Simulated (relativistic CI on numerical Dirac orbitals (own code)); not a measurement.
Crystal-field levels of Eu⁴⁺, 4f5

Calculated by Dirac-Coulomb-Breit CI, KLI orbitals optimised for each configuration, model QED, valence Slater integrals scaled by 0.7, one configuration in a parametric crystal field (own radial code).

Field parameters in Wybourne normalisation. The field is a parameter set, without covalency.

S and J are read from ⟨S²⟩ = S(S + 1) and ⟨J²⟩ = J(J + 1) of each level; they are not fictitious spins.

D4h, B20 = 3480, B40 = 1340, B44 = -200, B60 = 140, B64 = -300 cm⁻¹, the lowest 16 levels:

| E (cm⁻¹) | Degeneracy | Irrep | S | J |
| --- | --- | --- | --- | --- |
| 0.0 | 2 | Γ6 | 2.43 | 2.50 |
| 298 | 2 | Γ7 | 2.44 | 2.57 |
| 1011 | 2 | Γ7 | 2.44 | 2.80 |
| 1465 | 2 | Γ6 | 2.46 | 3.50 |
| 1699 | 2 | Γ7 | 2.46 | 3.50 |
| 2208 | 2 | Γ7 | 2.45 | 3.47 |
| 2319 | 2 | Γ6 | 2.46 | 3.69 |
| 3010 | 2 | Γ6 | 2.47 | 4.48 |
| 3169 | 2 | Γ7 | 2.47 | 4.47 |
| 3489 | 2 | Γ7 | 2.47 | 4.43 |
| 3773 | 2 | Γ6 | 2.47 | 4.53 |
| 3906 | 2 | Γ6 | 2.47 | 4.65 |
| 4577 | 2 | Γ6 | 2.47 | 5.47 |
| 4686 | 2 | Γ7 | 2.47 | 5.46 |
| 4912 | 2 | Γ7 | 2.47 | 5.44 |
| 5202 | 2 | Γ6 | 2.47 | 5.45 |

Principal g values of the ground doublet: 0.63, 0.71, 0.71.

D4h, B20 = 3320, B40 = -1810, B44 = -440, B60 = -300, B64 = 90 cm⁻¹, the lowest 10 levels:

```csv
E (cm⁻¹),Degeneracy,Irrep,S,J
0.0,2,Γ6,2.44,2.53
406,2,Γ7,2.44,2.65
1174,2,Γ7,2.44,2.75
1632,2,Γ6,2.46,3.50
1795,2,Γ7,2.46,3.50
2103,2,Γ7,2.45,3.44
2540,2,Γ6,2.46,3.64
3178,2,Γ6,2.47,4.47
3282,2,Γ7,2.47,4.50
3451,2,Γ7,2.47,4.48
```

Principal g values of the ground doublet: 0.45, 0.45, 0.99.

The next free-ion level lies 1373 cm⁻¹ above the lowest; the field splits the ground level into components whose J stays near 5/2 as long as their spread is small against that gap.

Levels of this model without a field, named by their leading LS term (the scale mimics covalency, so terms lie below those of the real free ion): ⁶H°5/2 0, ⁶H°7/2 1373, ⁶H°9/2 2905, ⁶H°11/2 4511, ⁶H°13/2 6139, ⁶F°1/2 6791, ⁶F°3/2 6982, ⁶F°5/2 7486 cm⁻¹.
